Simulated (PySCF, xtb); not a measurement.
Pb(Cl)(NH2) (ClH2NPb), SMILES [NH2][Pb][Cl] (connectivity only; charge and spin as stated), neutral, multiplicity 1. Other conformers were not sampled.

Harmonic wavenumbers (cm⁻¹) from GFN2-xTB (xtb 6.7.1) at its own minimum, in rising order: 107, 259, 381, 497, 520, 592, 1530, 3493, 3522.

Q: What does PySCF 2.14.0 with PBE-D3(BJ)/def2-TZVP give at its own minimum? (Estimate from the structure and the level; the computed values follow.)

A: 126, 256, 290, 421, 523, 575, 1467, 3445, 3569. Paired by order, the mean absolute difference is 41 cm⁻¹ and the zero-point energies are 15.6 and 15.3 kcal/mol.
